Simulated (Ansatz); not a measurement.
Abridged output of a molecular run in Ansatz:

```
Functional definition: HF
1760 factors; integrals over basis functions are off by at most 1.2e-3 eV
mean field evaluation 1: about -15701.0922 eV, gradient 5.0e1 eV
mean field evaluation 2: about -15701.3941 eV, gradient 5.1e1 eV
mean field evaluation 4: about -15706.8897 eV, gradient 4.6e0 eV
mean field evaluation 8: about -15706.9756 eV, gradient 3.1e-1 eV
mean field evaluation 16: about -15706.9760 eV, gradient 1.5e-6 eV
mean field -15706.97599364 eV, -577.2207211955 hartree, gradient 1.5e-6 eV, S^2 0.000000; 0 other end points of the search recorded, 0 dependent functions left out
10 core orbitals not correlated: weight in the atoms' cores, before any rotation towards them, 1.000 or more for the frozen orbitals, at most 0.000 for the correlated occupied ones
reference -15706.97599364 eV, -577.2207211955 hartree; 18, 18 occupied and 267, 267 virtual orbitals, 1760 factors
second order -30.61803711 eV of doubles, -0.00000000 eV of singles
cycle   1  -30.78553644 eV  change   -1.7e-1 eV  update   1.1e-1
cycle   2  -31.47356572 eV  change   -6.9e-1 eV  update   3.3e-2
cycle   3  -31.62994931 eV  change   -1.6e-1 eV  update   1.7e-2
cycle   4  -31.61655028 eV  change    1.3e-2 eV  update   4.2e-3
cycle   5  -31.61411926 eV  change    2.4e-3 eV  update   2.0e-3
cycle   6  -31.61521332 eV  change   -1.1e-3 eV  update   7.0e-4
cycle   7  -31.61489841 eV  change    3.1e-4 eV  update   2.5e-4
cycle   8  -31.61473823 eV  change    1.6e-4 eV  update   8.2e-5
cycle   9  -31.61475304 eV  change   -1.5e-5 eV  update   3.1e-5
perturbative correction -1.24604095 eV, -0.0457911605 hartree
Total energy: -15739.83678764 eV, -578.4283331011 hartree
```

Its atoms:

Z-matrix (Å, degrees):
```
C
C 1 1.498
H 1 1.091 2 110.5
H 1 1.091 2 110.8 3 -120.5
H 1 1.096 2 110.1 3 119.9
F 2 1.405 1 107.7 3 175.9
N 2 1.434 1 118.9 3 -54.9
Si 2 1.852 1 130.2 3 18.8
H 7 1.008 2 126.4 1 -39.0
N 8 1.690 2 126.8 1 156.1
H 8 1.482 2 122.3 1 1.2
H 10 1.005 8 121.9 2 -143.2
H 10 1.006 8 122.5 2 19.1
```

**Question.** Which basis set was used?
A. cc-pV(Q+d)Z
B. def2-TZVPP
C. def2-SVP
D. def2-SVPD

**Answer.** B. It gives 295 functions.

**Question.** Write the keys of the input that set method, charge and spin (a neutral closed shell needs none for the last two).

**Answer.** 
```yaml
correlation: {method: ccsd_t}
```
